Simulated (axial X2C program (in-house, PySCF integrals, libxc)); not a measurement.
Potential curves of FeP⁺, spin-free

All values were computed with an axial X2C code built on PySCF integrals. Spin-free means the one-electron spin-free X2C Hamiltonian. Basis: Fe dyall-cv3z [9s10p6d3f2g], P dyall-v3z [8s7p2d1f] (cores contracted in-house); Gaussian nuclei, density fitting, unrestricted open shells. Masses: Fe 55.935 u, P 30.974 u.

State: M_S = 1, Λ = 0 (beyond evenly filled blocks: δ+α, δ-α). Energies in cm⁻¹ from the fragments at the same level (Fe+ + P). Fits are polynomials in 1 − R0/R over 0.85 to 1.23 times the lowest point R0.

```tsv
R (Å)	TPSSh
1.9079	-14694
1.9956	-16738
2.0614	-17502
2.1272	-17776
2.1930	-17678
2.2698	-17217
2.3465	-16495
2.4452	-15329
2.5658	-13737
2.7412	-11439
```

One determinant describes the state; a PBE0 search over occupations chose it and may have missed a lower one. De is counted from the lowest determinant-based energies of the atoms at the same level, without counterpoise correction. Other states lie close and PBE0, whose exact exchange favours high spin, may order them wrongly; the determinant shown need not be the ground state. The nearest other spin-free determinant of the search, M_S = 1, Λ = 1, lies 0.09 eV up at the distance of the search. The determinant is spin-polarised beyond a pure state at some levels (its spin-free form has ⟨S²⟩ too high), which makes Re and μ there less reliable. With spin–orbit coupling the lowest determinant has another configuration, so this spin-free state is a model.

Problem. Fit the TPSSh curve near its minimum: give the equilibrium distance, the harmonic wavenumber and the well depth.

Solution. At TPSSh, spin-free: Re = 2.140 Å, ωe ≈ 370 cm⁻¹, De = 2.20 eV to Fe+ + P; Be follows as 0.185 cm⁻¹.
